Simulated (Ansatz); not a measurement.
```yaml
crystal:
  periodic: [false, false, false]
  atoms:
    - {symbol: B, position_ang: [-0.578706, 0.402565, -0.284825]}
    - {symbol: B, position_ang: [0.540981, 1.314000, 0.488699]}
    - {symbol: Te, position_ang: [0.712637, -0.617656, 1.465026]}
    - {symbol: C, position_ang: [-0.033640, -1.029734, -0.574048]}
    - {symbol: H, position_ang: [-1.758673, 0.584097, -0.162737]}
    - {symbol: H, position_ang: [1.048913, 2.334318, 0.811161]}
    - {symbol: H, position_ang: [0.876499, -1.171598, -1.146228]}
    - {symbol: H, position_ang: [-0.715909, -1.873291, -0.652949]}
basis:
  gaussian: {orbitals: "6-311G**"}
hamiltonian: {xc: {name: PBE0-DH}}
```

```sh
$ ansatz run in.yaml --threads 2 --pin off --events-out ev --progress --plain --max-ram 4352MiB
```

Shortened log:

```
Error: <dir> can't be read: No such file or directory (os error 2)
```
